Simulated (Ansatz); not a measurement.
Abridged output of a molecular run in Ansatz:

```
Functional definition: HF
1426 factors; integrals over basis functions are off by at most 1.1e-3 eV
mean field evaluation 1: about -66886.7876 eV, gradient 2.6e1 eV
mean field evaluation 2: about -66886.9282 eV, gradient 2.6e1 eV
mean field evaluation 4: about -66888.9203 eV, gradient 3.6e0 eV
mean field evaluation 8: about -66888.9662 eV, gradient 2.0e-1 eV
mean field -66888.96639836 eV, -2458.1241761697 hartree, gradient 7.3e-6 eV, S^2 0.000000; 0 other end points of the search recorded, 0 dependent functions left out
16 core orbitals not correlated: weight in the atoms' cores, before any rotation towards them, 1.000 or more for the frozen orbitals, at most 0.000 for the correlated occupied ones
reference -66888.96639836 eV, -2458.1241761697 hartree; 17, 17 occupied and 203, 203 virtual orbitals, 1426 factors
second order -20.75146521 eV of doubles, -0.00000000 eV of singles
cycle   1  -21.11124014 eV  change   -3.6e-1 eV  update   1.1e-1
cycle   2  -21.74888356 eV  change   -6.4e-1 eV  update   3.3e-2
cycle   3  -21.85083129 eV  change   -1.0e-1 eV  update   1.6e-2
cycle   4  -21.83845955 eV  change    1.2e-2 eV  update   3.9e-3
cycle   5  -21.83752895 eV  change    9.3e-4 eV  update   1.7e-3
cycle   6  -21.83780355 eV  change   -2.7e-4 eV  update   5.0e-4
cycle   7  -21.83747471 eV  change    3.3e-4 eV  update   1.9e-4
cycle   8  -21.83740082 eV  change    7.4e-5 eV  update   6.7e-5
cycle   9  -21.83742730 eV  change   -2.6e-5 eV  update   2.7e-5
perturbative correction -0.71815372 eV, -0.0263916623 hartree
Total energy: -66911.52197937 eV, -2458.9530784834 hartree
```

Its atoms:

Cartesian coordinates in Å:
```
F -2.1009 0.7252 0.2270
C -1.4446 0.7456 -1.0088
Al 0.4005 0.0356 -0.8619
Ge 1.2157 -0.7291 1.3448
H -2.0514 0.1674 -1.7187
H -1.4582 1.7803 -1.3772
H 1.2694 -0.0075 -2.1938
H 2.6839 -1.1957 1.3210
H 1.1110 0.3889 2.4002
H 0.3747 -1.9107 1.8674
```

**Question.** Which basis set was used?
A. def2-TZVPP
B. cc-pV(Q+d)Z
C. def2-QZVPP
D. def2-SVP

**Answer.** A. It gives 236 functions.

**Question.** Write the keys of the input that set method, charge and spin (a neutral closed shell needs none for the last two).

**Answer.** 
```yaml
correlation: {method: ccsd_t}
```
